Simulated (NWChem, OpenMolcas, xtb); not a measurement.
**CH6Sn (SMILES [CH3][SnH3]): methods side by side**

CH6Sn: 8 atoms, total charge 0, spin state singlet. SMILES: `[CH3][SnH3]`. The shape is that of a PBE0-D4/def2-TZVP optimisation.

Quantity: the dipole moment, in D. The values are calculated.

```csv
level,kind,program,value (D)
GFN2-xTB,semi-empirical,xtb,1.40
HF/def2-SVP (core potential),Hartree–Fock,NWChem,0.73
SVWN5/def2-SVP (core potential),LDA,OpenMolcas,0.82
revPBE/def2-SVP (core potential),GGA,OpenMolcas,0.82
M06-L/def2-SVP (core potential),meta-GGA,OpenMolcas,0.71
B3LYP/def2-SVP (core potential),global hybrid,NWChem,0.80
PBE0/def2-SVP (core potential),global hybrid,OpenMolcas,0.78
```

The values span 0.71 to 1.40 D. Magnitudes only.
